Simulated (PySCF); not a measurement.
A series of related molecules.

All values: PBE0/pcSseg-1 (PySCF) at GFN2-xTB geometries, gas phase, one conformer each.

Question: Rank by HOMO energy, lowest first.
A. `CC[Si]([SiH3])([SiH3])CNC`
B. `C(#N)C[Si]([SiH3])(CC)[SiH3]`
C. `CC[Si]([SiH3])([SiH3])CC`

Answer: B (-8.35 eV), C (-7.91 eV), A (-6.53 eV).

Question: Rank by the lowest IAO charge on any atom, lowest value first.
A. `[SiH3][Si](CC)([SiH3])CN[SiH3]`
B. `CC[Si]([SiH3])([SiH3])CC`
C. `CC[Si]([SiH3])(CC#N)[SiH3]`

Answer: A (-0.673 e), C (-0.552 e), B (-0.504 e).

All values together:

| SMILES | change | formula | μ (D) | HOMO (eV) | LUMO (eV) | lowest IAO charge (e) | highest IAO charge (e) | lowest Hirshfeld charge (e) | highest Hirshfeld charge (e) |
| --- | --- | --- | --- | --- | --- | --- | --- | --- | --- |
| CC[Si](C)([SiH3])[SiH3] | parent | C3H14Si3 | 1.10 | -7.93 | -0.42 | -0.687 (C) | +0.486 (Si) | -0.213 (C) | +0.231 (Si) |
| CC[Si]([SiH3])([SiH3])CC | H on C replaced by CH3 | C4H16Si3 | 1.27 | -7.91 | -0.31 | -0.504 (C) | +0.468 (Si) | -0.155 (C) | +0.224 (Si) |
| CC[Si]([SiH3])([SiH3])CN[SiH3] | H on C replaced by NHSiH3 | C3H17NSi4 | 1.57 | -6.57 | -0.45 | -0.673 (N) | +0.751 (Si) | -0.237 (N) | +0.344 (Si) |
| CC[Si]([SiH3])([SiH3])CC#N | H on C replaced by CN | C4H13NSi3 | 4.64 | -8.35 | -0.81 | -0.552 (C) | +0.481 (Si) | -0.240 (N) | +0.235 (Si) |
| CC[Si]([SiH3])([SiH3])CNC | H on C replaced by NHCH3 | C4H17NSi3 | 2.11 | -6.53 | -0.33 | -0.505 (C) | +0.469 (Si) | -0.157 (N) | +0.218 (Si) |

Conformers: `[CH3:1][CH2:2][Si:3]([CH3:4])([SiH3:5])[SiH3:6]` with C1–C2–Si3–C4 179°; `[CH3:1][CH2:2][Si:3]([SiH3:4])([SiH3:5])[CH2:6][CH3:7]` with C1–C2–Si3–Si4 177°, C2–Si3–C6–C7 62°; `[CH3:1][CH2:2][Si:3]([SiH3:4])([SiH3:5])[CH2:6][NH:7][SiH3:8]` with C1–C2–Si3–Si4 -59°, C2–Si3–C6–N7 -67°, Si3–C6–N7–Si8 -142°; `[CH3:1][CH2:2][Si:3]([SiH3:4])([SiH3:5])[CH2:6][C:7]#[N:8]` with C1–C2–Si3–Si4 -52°, C2–Si3–C6–C7 176°; `[CH3:1][CH2:2][Si:3]([SiH3:4])([SiH3:5])[CH2:6][NH:7][CH3:8]` with C1–C2–Si3–Si4 60°, C2–Si3–C6–N7 -65°, Si3–C6–N7–C8 -173°.

Give the shifts from the parent, `CC[Si](C)([SiH3])[SiH3]`.

```
                        SMILES  change in μ (D)  change in HOMO (eV)  change in LUMO (eV)
      CC[Si]([SiH3])([SiH3])CC            +0.17                +0.02                +0.11
CC[Si]([SiH3])([SiH3])CN[SiH3]            +0.47                +1.36                -0.03
    CC[Si]([SiH3])([SiH3])CC#N            +3.54                -0.42                -0.39
     CC[Si]([SiH3])([SiH3])CNC            +1.01                +1.40                +0.09
```
